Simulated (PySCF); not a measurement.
Atom-mapped SMILES (the numbers label the heavy atoms): `[BH3-:1][P+:2]1([CH3:3])[CH:4]=[CH:5][CH2:6][CH:7]=[CH:8]1`. Each H is labelled by its parent atom.

No relativistic terms, one conformer, rapidly exchanging positions averaged, isolated molecule. NMR shieldings at KT2/pcSseg-1/GIAO; structure optimised with PBE0-D3(BJ)/def2-SVP; PySCF 2.14.

References, each an isolated molecule treated in the same way: TMS for $^{13}$C, $^{1}$H; $^{11}$B vs BF3·OEt2; H3PO4 for $^{31}$P.

| atoms | nucleus | count | δ (ppm) |
| --- | --- | --- | --- |
| B1 | $^{11}$B | 1 | -43.9 |
| C6 | $^{13}$C | 1 | 34.5 |
| C4/C8 | $^{13}$C | 2 | 120.0 |
| C3 | $^{13}$C | 1 | 20.0 |
| H(B1) | $^{1}$H | 3 | ? |
| Hb(C6) | $^{1}$H | 1 | 3.12 |
| C5/C7 | $^{13}$C | 2 | 135.5 |
| P2 | $^{31}$P | 1 | ? |
| H(C4)/H(C8) | $^{1}$H | 2 | ? |
| H(C5)/H(C7) | $^{1}$H | 2 | 6.30 |
| H(C3) | $^{1}$H | 3 | 1.34 |
| Ha(C6) | $^{1}$H | 1 | ? |

Q: Estimate the values marked ?.

A: 
- H(C4)/H(C8): 5.87 ppm, hydrogen on an alkene CH; a vinylic proton, deshielded by the sp2 carbon and the C=C anisotropy
- Ha(C6): 3.09 ppm, hydrogen on an allylic sp3 CH2; allylic position
- H(B1): 1.01 ppm, hydrogen on a boron bonded to P
- P2: -43.5 ppm, phosphorus bonded to 3 C, B, in a 6-membered ring

Hydrogens on boron are broadened and split by $^{11}$B (spin 3/2, 80 %) and 10B (spin 3). Shifts are as computed. Against solution values, carbons near 30 ppm lie about +2 ppm off and those near 130 ppm about -5 ppm. Of 1211 compounds with measured shifts, 218 miss one by over three times the rms of a fit or turn the order of signals round; such compounds aren't used in these exercises. Experimental scales use liquid or dissolved standards, which lie at an offset from isolated H3PO4.
